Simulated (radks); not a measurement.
Species: the rubidium ion Rb2+. Configuration: [Ar] 3d10 4s2 4p5 (the NIST ground configuration).

Calculated with a radial shooting solver on a logarithmic mesh with Libxc functionals: Dirac Kohn-Sham, SOGGA, spin-unpolarised, spherical densities, finite nucleus; open shells are shared between the two j in proportion to 2j + 1; Fermi nuclear charge, rms radius 4.2036 fm.

Energy parts (hartree):
| part | energy |
|---|---|
| total | -2978.13955 |
| kinetic | 3062.88967 |
| electron-nucleus | -7168.49516 |
| Hartree | 1225.55992 |
| exchange-correlation | -98.09398 |

Orbitals (lengths in bohr, moments of r in powers of bohr; <r^-3> diverges for s and p1/2; r(max) is where P^2 peaks):
orbital     occ.  eigenvalue (hartree)  <r^-3>      <r>   r(max)     <r^2>
1s1/2          2             -552.5997       -  0.04031  0.02630  0.002189
2s1/2          2             -74.44339       -   0.1777   0.1497   0.03727
2p1/2          2             -67.60448       -   0.1523   0.1173   0.02848
2p3/2          4             -65.37301    1564   0.1564   0.1207   0.02990
3s1/2          2             -11.65965       -   0.5107   0.4513    0.2997
3p1/2          2              -9.20908       -   0.5117   0.4407    0.3063
3p3/2          4              -8.87344   237.7   0.5222   0.4496    0.3187
3d3/2          4              -4.58078   31.77   0.5226   0.3913    0.3347
3d5/2          6              -4.52374   30.61   0.5264   0.3940    0.3394
4s1/2          2              -1.84648       -    1.423    1.250     2.298
4p1/2    1.66667              -1.26069       -    1.615    1.382     2.993
4p3/2    3.33333              -1.22451   25.73    1.646    1.409     3.108

The highest occupied level is 4p3/2 at -33.321 eV. The density falls to 0.001 e/bohr^3 at r = 3.41 bohr. Summed over all electrons, <r^2> = 26.06 bohr^2, which gives a Langevin (diamagnetic) susceptibility term of -20.6 x 10^-6 cm^3/mol. The electron density at the nucleus is 5.485e+04 e/bohr^3. For comparison, the ionisation energy in NIST's Atomic Spectra Database is 39.247 eV (semi-empirical). In exact Kohn-Sham theory the highest level is minus the ionisation energy, but local and semilocal functionals leave it too shallow, through self-interaction and a potential that decays too fast; potentials with the right tail come closer.

Beside tabulated values, note that spin-unpolarised runs miss the spin-polarisation part of the exchange energy of open shells.
